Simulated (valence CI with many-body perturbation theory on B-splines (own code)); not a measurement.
Energy levels of Ne5+

Calculated by relativistic CI+MBPT: three valence electrons over a frozen Dirac-Fock core [He], radial functions for each j: 11 s, 11 p, 9 d, 7 f, 5 g, 2 h, 1 i, with the one-electron correlation potential Σ1 (screened to all orders), the two-electron term Σ2, the three-electron term Σ3, Breit, model QED; selected single and double excitations, second order for the rest, scaled by the run's own slope (own B-spline code, finite nucleus).

Against 28 measured levels this calculation errs by 163 cm⁻¹ on average and by 445 at most. These come from a selection out of NIST levels in Podobedova, Fuhr, Reader and Wiese, J. Phys. Chem. Ref. Data 33, 525 (2004). Levels without a partner in it may be off by more. 2 measured levels below the end of the list, from 983000 cm⁻¹ on, found no clear computed partner, and computed levels of the same name lie up to 9623 cm⁻¹ from them.

Levels 1 to 45 of 72, with energies above the lowest level, 2s2 2p 2P°_1/2. "Leading %" is the weight of the configuration and term that name the level; weights of strongly mixed levels are sums over their largest components and can fall short. Lifetimes count E1, E2, E3, M1 and M2 decay at the calculated energies, and are blank where another channel may lead or the interval is too uncertain; long ones can be off by a factor of two.

| No. | Configuration | Term | J | E (cm⁻¹) | Leading % | Second component | Lifetime |
| --- | --- | --- | --- | --- | --- | --- | --- |
| 1 | 2s2 2p | 2P° | 1/2 | 0 | 96 |  |  |
| 2 | 2s2 2p | 2P° | 3/2 | 1306 | 96 |  | 49.7 s |
| 3 | 2s 2p2 | 4P | 1/2 | 100190 | 100 |  | 38.8 μs |
| 4 | 2s 2p2 | 4P | 3/2 | 100630 | 100 |  | 309 μs |
| 5 | 2s 2p2 | 4P | 5/2 | 101280 | 100 |  | 91.5 μs |
| 6 | 2s 2p2 | 2D | 5/2 | 179050 | 99 |  | 880 ps |
| 7 | 2s 2p2 | 2D | 3/2 | 179080 | 99 |  | 860 ps |
| 8 | 2s 2p2 | 2S | 1/2 | 231020 | 99 |  | 190 ps |
| 9 | 2s 2p2 | 2P | 1/2 | 249460 | 99 |  | 96.1 ps |
| 10 | 2s 2p2 | 2P | 3/2 | 250270 | 99 |  | 95.8 ps |
| 11 | 2p3 | 4S° | 3/2 | 321590 | 100 |  | 107 ps |
| 12 | 2p3 | 2D° | 5/2 | 359600 | 99 |  | 345 ps |
| 13 | 2p3 | 2D° | 3/2 | 359670 | 99 |  | 346 ps |
| 14 | 2p3 | 2P° | 1/2 | 406160 | 95 |  | 139 ps |
| 15 | 2p3 | 2P° | 3/2 | 406200 | 95 |  | 139 ps |
| 16 | 2s2 3s | 2S | 1/2 | 722580 | 92 | 5 % 2p2 3s 2S | 33.5 ps |
| 17 | 2s2 3p | 2P° | 1/2 | 771190 | 90 | 5 % 2p2 3p 2P° | 373 ps |
| 18 | 2s2 3p | 2P° | 3/2 | 771510 | 90 | 5 % 2p2 3p 2P° | 372 ps |
| 19 | 2s2 3d | 2D | 3/2 | 816080 | 93 | 6 % 2p2 3d 2D | 6.59 ps |
| 20 | 2s2 3d | 2D | 5/2 | 816150 | 93 | 6 % 2p2 3d 2D | 6.61 ps |
| 21 | 2s 2p 3s | 4P° | 1/2 | 833550 | 98 |  | 27.8 ps |
| 22 | 2s 2p 3s | 4P° | 3/2 | 834000 | 98 |  | 27.7 ps |
| 23 | 2s 2p 3s | 4P° | 5/2 | 834810 | 98 |  | 27.6 ps |
| 24 | 2s 2p 3s | 2P° | 1/2 | 855490 | 94 |  | 37.5 ps |
| 25 | 2s 2p 3s | 2P° | 3/2 | 856380 | 94 |  | 37.1 ps |
| 26 | 2s 2p 3p | 2P | 1/2 | 875920 | 91 | 4 % 2s 2p 3p 4D | 19.0 ps |
| 27 | 2s 2p 3p | 2P | 3/2 | 876310 | 92 |  | 18.8 ps |
| 28 | 2s 2p 3p | 4D | 1/2 | 877800 | 94 | 4 % 2s 2p 3p 2P | 383 ps |
| 29 | 2s 2p 3p | 4D | 3/2 | 878040 | 96 |  | 581 ps |
| 30 | 2s 2p 3p | 4D | 5/2 | 878470 | 99 |  | 5.68 ns |
| 31 | 2s 2p 3p | 4D | 7/2 | 879170 | 99 |  | 5.64 ns |
| 32 | 2s 2p 3p | 4S | 3/2 | 887290 | 99 |  | 2.83 ns |
| 33 | 2s 2p 3p | 4P | 1/2 | 893960 | 98 |  | 1.91 ns |
| 34 | 2s 2p 3p | 4P | 3/2 | 894280 | 98 |  | 1.90 ns |
| 35 | 2s 2p 3p | 4P | 5/2 | 894710 | 98 |  | 1.67 ns |
| 36 | 2s 2p 3p | 2D | 3/2 | 899850 | 97 |  | 18.0 ps |
| 37 | 2s 2p 3p | 2D | 5/2 | 900700 | 97 |  | 18.0 ps |
| 38 | 2s 2p 3p | 2S | 1/2 | 914590 | 98 |  | 18.6 ps |
| 39 | 2s 2p 3d | 4F° | 3/2 | 916930 | 99 |  | 2.81 ns |
| 40 | 2s 2p 3d | 4F° | 5/2 | 917190 | 99 |  | 1.86 ns |
| 41 | 2s 2p 3d | 4F° | 7/2 | 917570 | 99 |  | 1.77 ns |
| 42 | 2s 2p 3d | 4F° | 9/2 | 918080 | 99 |  | 8.96 ns |
| 43 | 2s 2p 3d | 4D° | 1/2 | 925980 | 98 |  | 4.38 ps |
| 44 | 2s 2p 3d | 4D° | 3/2 | 926060 | 97 |  | 4.40 ps |
| 45 | 2s 2p 3d | 4D° | 5/2 | 926210 | 96 |  | 4.41 ps |

The ionisation energy to 2s2 1S_0 of the next ion comes out as 157.93 eV (NIST: 157.934 eV (measured)). All 72 levels together are meant to be complete up to 1027600 cm⁻¹.
